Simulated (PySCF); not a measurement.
Below is a simulated gas-phase C 1s photoelectron spectrum of `P[SiH2]C1CCC1`.

Every computed line was given a Gaussian of 0.8 eV full width at half maximum and an area set by the number of equivalent atoms; the highest printed point is 100. Computed, not measured: delta-SCF UKS SCAN, pcX-2 on the ionised atom, pcseg-1 elsewhere, spin-free X2C in PySCF.

binding energy (eV), intensity and a bar:
```
    288.9          0 
    289.0          0 
    289.1          1 
    289.2          2 
    289.3          3 #
    289.4          6 ##
    289.5         10 ###
    289.6         17 #####
    289.7         25 #######
    289.8         35 ##########
    289.9         47 ##############
    290.0         60 ##################
    290.1         74 ######################
    290.2         86 ##########################
    290.3         95 #############################
    290.4        100 ##############################
    290.5         98 #############################
    290.6         90 ###########################
    290.7         76 #######################
    290.8         60 ##################
    290.9         43 #############
    291.0         29 #########
    291.1         18 #####
    291.2         10 ###
    291.3          5 ##
    291.4          2 #
    291.5          1 
    291.6          0
```

Q: How many maxima does the curve show, and how many computed lines lie under it?

A: The curve has 1 maximum (at 290.4 eV). Under it lie 3 lines from 3 inequivalent carbon sites. At this width some lines have no maximum of their own.

Q: Decompose the envelope and assign each component. Numbering: `[PH2:1][SiH2:2][CH:3]1[CH2:4][CH2:5][CH2:6]1`.

A: 
```tsv
position (eV)	relative area	line	atoms	environment
290.02	1	C 1s	C3	sp3 carbon bound to silicon
290.49	2	C 1s	C4/C6	four-membered-ring carbon
290.49	1	C 1s	C5	four-membered-ring carbon
```

Q: What are the centre and the root-mean-square width of the whole band?

A: The area-weighted mean of the lines is 290.37 eV. Their own spread about it is 0.21 eV (rms) and each Gaussian has σ = 0.8/2.355 = 0.34 eV; the variances add, which gives 0.40 eV.

Lowest listed C 1s: C3, bonded to 2 C, H and Si. Highest, 0.47 eV above it: C5, bonded to 2 C and 2 H. Summing the Pauling electronegativity differences to the bonded atoms, each weighted by its formal bond order, gives -1.00 for the lowest site and -0.70 for the highest; no listed site has a larger sum than the highest. The values 290.49 and 290.49 eV lie too close for their order to be trusted.

The curve has no shake-up lines and no vibrational structure. Topologically equivalent atoms share the value of their first member; where this conformer doesn't relate them by symmetry, their own values could differ. One conformer (not necessarily the lowest) at the PBE0-D3(BJ)/def2-SVP geometry, without solvent, vibrations or thermal averaging.

Conformer computed: `[PH2:1][SiH2:2][CH:3]1[CH2:4][CH2:5][CH2:6]1`: P1–Si2–C3–C4 65°, H–P1–Si2–C3 -72°, H–P1–Si2–C3 -166°.
